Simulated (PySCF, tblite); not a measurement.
Calculations on `C#C[SiH2][CH][Si@H](F)C(F)F` [radical], in the order of a workflow; each names the level of the geometry that it ran on. Settings lines and outputs come from a driver script.

Species: C4H6F3Si2 (doublet state).
Numbering: `[CH:1]#[C:2][SiH2:3][CH:4][Si@H:5]([F:6])[CH:7]([F:8])[F:9]` (hydrogens: H10 on C1; H11, H12 on Si3; H13 on C4; H14 on Si5; H15 on C7)

Step 1: GFN2-xTB geometry optimisation, gas phase (tblite 0.8.0) (from a force-field or distance-geometry start)
```json
{"job": {"kind": "relax", "xc": "GFN2-xTB", "basis": "xTB"}, "charge": 0, "multiplicity": 2}
```
```
step      E/eV     max force
  0    -793.59884    2.583
  1    -793.72429    3.525
  2    -793.75321    2.811
...
 98    -793.97123    0.013
 99    -793.97125    0.011
100    -793.97132    0.015
101    -793.97133    0.012
102    -793.97135    0.006
```

Energy lowered by 8.6 kcal/mol over 102 steps; largest atomic force 0.006 eV/Å at the end. «max force» is the largest atomic force in eV/Å.

The run took 0.69 s of wall time on Arm Neoverse V2, one thread, shared host with 96 logical CPUs at a one-minute load of 51.

Step 2: GFN2-xTB harmonic vibrations, gas phase (tblite 0.8.0) (on the GFN2-xTB geometry)
```json
{"job": {"kind": "ir", "xc": "GFN2-xTB", "basis": "xTB"}, "charge": 0, "multiplicity": 2}
```
```
(table of modes left out)
```

39 modes from 15 to 3352 cm⁻¹ (unscaled, harmonic); zero-point energy 50.7 kcal/mol; all wavenumbers are real at this level.

Hardware: Arm Neoverse V2, one thread, no GPU, on a shared host. Cost: 0.54 s.

Step 3: UKS B3LYP, pcH-1 on C F H Si, non-relativistic, mean-field spin-orbit, GIAO (PySCF 2.14.0) (on the GFN2-xTB geometry)
```json
{"job": {"kind": "epr", "basis": "pcH-1"}, "charge": 0, "multiplicity": 2}
```
```
...
E = -1034.54438105 Eh   <S^2> = 0.7533 (exact 0.7500)
g shifts (ppm)      1          2          3
  rmc          -120       -120       -120
  gc              7         24         28
  oz_so          66        502        832
  total         -47        406        740
hyperfine (MHz)  atom isotope    a_iso     a_fc   dipolar eigenvalues
    0   13C      -0.10      -0.11     -0.70     -0.02      0.72
    1   13C       3.80       3.80     -0.80     -0.54      1.34
    2  29Si      43.49      43.56     -2.34      0.30      2.04
    3   13C      76.19      76.30    -72.51    -71.60    144.11
    4  29Si      47.60      47.66     -2.46      0.27      2.19
    5   19F       9.56       9.55     -8.05     -4.53     12.58
    6   13C      20.47      20.47     -2.70     -2.27      4.97
    7   19F       1.91       1.92     -2.72     -1.20      3.92
    8   19F       2.89       2.85     -8.80     -7.15     15.96
    9    1H       0.26       0.26     -0.60     -0.49      1.09
   10    1H      38.25      38.25     -3.05     -2.21      5.26
   11    1H      75.18      75.18     -3.44     -1.39      4.83
   12    1H     -54.33     -54.34    -34.84     -0.87     35.70
   13    1H      52.13      52.13     -3.26     -1.49      4.76
   14    1H       2.73       2.73     -1.74     -1.21      2.95
```

⟨S²⟩ 0.753; g_iso 2.0027. rmc, gc and oz_so are the mass-correction, gauge-correction and orbital-Zeeman/spin–orbit parts of the g shift along its three principal axes; a_iso is the isotropic hyperfine coupling and a_fc its Fermi-contact part. The log counts atoms from 0, this text from 1.

On Arm Neoverse V2, one thread, shared host with 96 logical CPUs at a one-minute load of 61, this took 2.4 min of wall time (grids of density and orbitals included) and 1.1 GiB of memory at its peak.

Geometry of the electronic-property runs (GFN2-xTB):
```
atom  x, y, z in Å
C1     3.966   -1.073   -0.614
C2     2.795   -0.831   -0.735
Si3    0.989   -0.470   -0.929
C4     0.405    0.186    0.733
Si5   -1.163    1.090    1.056
F6    -1.646    0.945    2.591
C7    -2.591    0.243    0.050
F8    -2.416   -1.104   -0.062
F9    -2.607    0.715   -1.231
H10    4.991   -1.286   -0.505
H11    0.799    0.559   -1.959
H12    0.293   -1.721   -1.252
H13    1.036   -0.011    1.589
H14   -1.257    2.517    0.784
H15   -3.598    0.399    0.460
```

 (This holds for the electronic-property runs.)

One conformer stands for the species.
